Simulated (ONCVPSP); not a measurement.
Transferability test, ONCV potential for nitrogen

ONCVPSP 4.0.1 input, shortened (lines: element, Z, core and valence counts, functional; n l f; lmax; l rc ep ncon nbas qcut; lloc lpopt rc5 dvloc0; l nproj debl; icmod fcfact rcfact), PBE, scalar-relativistic:

```
  N 7.00    1    2        4      upf
    1    0    2.00
    2    0    1.00
    2    1    4.00
    2
    0    1.15    0.00    4    7    6.20
    1    2.30    0.00    4    8    5.60
    2    2.40    0.11    4    9    4.60
    4    3    0.75    1.00
    0    2    0.40
    1    3    3.80
    2    1    2.70
    3    2.50    1.10
```

In the s channel the program set the typed energies aside and used -0.699, 0.250 Ha.

Energies are relative to the spin-unpolarised reference configuration 2s1 2p4; without spin polarisation the order of configurations can differ from experiment.

```tsv
valence configuration	charge	ΔE all-electron (eV)	error AE − PS (meV)
2s2 2p3	0	-11.508	-30
2s2 2p2	+1	2.084	+280
2s2 2p1	+2	30.937	+1401
```

Problem. What are ΔE and the potential's error for 2s0 2p5?

Solution. ΔE = 11.533 eV all-electron; the error (AE − PS) is -29 meV.

Levels in the configuration 2s2 2p3:

```json
{"level": "2s", "all-electron (eV)": "-18.583", "pseudo (eV)": "-18.407"}
{"level": "2p", "all-electron (eV)": "-7.090", "pseudo (eV)": "-6.976"}
```

Note: no bound ghost flagged; GHOST(+) flagged for d at 68.8 eV.
